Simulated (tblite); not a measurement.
BrH5SeSi2.
Numbering: `[SiH3:1][Se:2][SiH2:3][Br:4]` (hydrogens: H5, H6, H7 on Si1; H8, H9 on Si3)

Computed with GFN2-xTB (tblite), gas phase: L-BFGS steps from a force-field or distance-geometry start until the largest atomic force falls under 0.01 eV/Å.

Step 4: E = -363.7954 eV
```
atom  x, y, z in Å  |  force x, y, z in eV/Å
Si1    -1.9195   -0.1816    0.3866    0.221   0.247   0.108
Se2    -0.0674    1.2189    0.5410   -0.102  -0.151  -0.052
Si3     1.7733    0.2904   -0.4784   -0.226   0.346  -0.006
Br4     2.9714   -0.9210    0.9107    0.045  -0.181   0.100
H5     -3.0405    0.7460    0.3987    0.062   0.034  -0.045
H6     -1.9512   -1.0637    1.5410    0.105  -0.040   0.050
H7     -1.7782   -0.9094   -0.8590    0.033  -0.086  -0.162
H8      2.6585    1.3712   -0.8802   -0.084   0.031   0.063
H9      1.3673   -0.5448   -1.5856   -0.054  -0.201  -0.057
```

Step 5: E = -363.8043 eV
```
atom  x, y, z in Å  |  force x, y, z in eV/Å
Si1    -1.9151   -0.1859    0.3854    0.176   0.250   0.106
Se2    -0.0715    1.2214    0.5462   -0.102  -0.139  -0.066
Si3     1.7600    0.2967   -0.4829   -0.146   0.324  -0.024
Br4     2.9595   -0.9205    0.8994    0.066  -0.198   0.137
H5     -3.0300    0.7538    0.3938    0.087  -0.027  -0.036
H6     -1.9382   -1.0638    1.5466    0.087  -0.011  -0.010
H7     -1.7760   -0.9099   -0.8663    0.030  -0.061  -0.097
H8      2.6563    1.3776   -0.8689   -0.134  -0.005   0.040
H9      1.3686   -0.5634   -1.5786   -0.063  -0.132  -0.051
```

Step 6: E = -363.8134 eV
```
atom  x, y, z in Å  |  force x, y, z in eV/Å
Si1    -1.9058   -0.1866    0.3855    0.083   0.120   0.032
Se2    -0.0786    1.2218    0.5512   -0.072  -0.045  -0.053
Si3     1.7409    0.3096   -0.4889    0.001   0.083  -0.030
Br4     2.9463   -0.9239    0.8886    0.018  -0.134   0.095
H5     -3.0157    0.7627    0.3871    0.098  -0.079  -0.021
H6     -1.9206   -1.0641    1.5529    0.066   0.037  -0.094
H7     -1.7729   -0.9114   -0.8763    0.021   0.011   0.051
H8      2.6511    1.3857   -0.8547   -0.160  -0.004   0.003
H9      1.3689   -0.5879   -1.5706   -0.055   0.011   0.015
```

Step 7: E = -363.8156 eV
```
atom  x, y, z in Å  |  force x, y, z in eV/Å
Si1    -1.9021   -0.1840    0.3862    0.055   0.035  -0.010
Se2    -0.0811    1.2205    0.5507   -0.039   0.010  -0.038
Si3     1.7374    0.3133   -0.4901    0.030  -0.045   0.002
Br4     2.9450   -0.9272    0.8891   -0.026  -0.082   0.044
H5     -3.0123    0.7628    0.3857    0.076  -0.061  -0.017
H6     -1.9169   -1.0636    1.5523    0.064   0.042  -0.095
H7     -1.7720   -0.9116   -0.8770    0.020   0.033   0.086
H8      2.6476    1.3871   -0.8528   -0.134   0.028  -0.008
H9      1.3679   -0.5913   -1.5693   -0.048   0.041   0.036
```

Question: Estimate the geometry and energy of step 8. (The exact step hangs on the optimiser's Hessian estimate; all steps are aligned on step 7, rigid shifts and turns removed.)

Answer: E = -363.8178 eV, largest force 0.162 eV/Å
```
atom  x, y, z in Å  |  force x, y, z in eV/Å
Si1    -1.8976   -0.1807    0.3867    0.034  -0.042  -0.043
Se2    -0.0839    1.2195    0.5492    0.013   0.067  -0.024
Si3     1.7354    0.3152   -0.4908    0.037  -0.149   0.052
Br4     2.9438   -0.9319    0.8911   -0.067  -0.029  -0.008
H5     -3.0081    0.7612    0.3844    0.034  -0.023  -0.013
H6     -1.9127   -1.0624    1.5495    0.063   0.028  -0.070
H7     -1.7709   -0.9110   -0.8756    0.023   0.036   0.085
H8      2.6418    1.3888   -0.8518   -0.093   0.064  -0.019
H9      1.3658   -0.5927   -1.5678   -0.043   0.050   0.040
```

The energy changes by -0.0022 eV. The first-order estimate −F·Δx gives -0.0030 eV and the mean of the old and new forces, exact on a quadratic surface, -0.0021 eV. The step makes an angle of 36° with the force vector and moves no atom by more than 0.006 Å.

What follows is the cost of the whole relaxation. The run took 0.33 s on an Arm Neoverse V2 with one thread, shared host with 32 logical CPUs at a one-minute load of 14.
